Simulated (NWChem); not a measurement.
System: CdCl2; SMILES [Cl][Cd][Cl]

The following NWChem deck was run.

```
start job
memory heap 200 mb stack 900 mb global 1100 mb
geometry units angstroms noautoz
  Cd     0.000000     0.000000    -0.327616
  Cl     2.276545     0.000000    -0.327388
  Cl    -2.276545     0.000000    -0.327388
end
basis spherical
  * library 3-21g
end
dft
  xc hfexch
  iterations 150
  mulliken
end
task dft energy
```

Coordinates come from a PBE0/def2-SVP (def2 core potentials past Kr) optimisation.

### Question
Predict the main results of this run. (Hartree-Fock/3-21G, non-relativistic.) Quantities: basis functions; energy (Ha); highest occupied level (eV); orbital gap (eV).

### Answer
The number of basis functions is 62. The energy (Ha) is -6354.55. The highest occupied level (eV) is -12.16 and the orbital gap (eV) is 12.40.
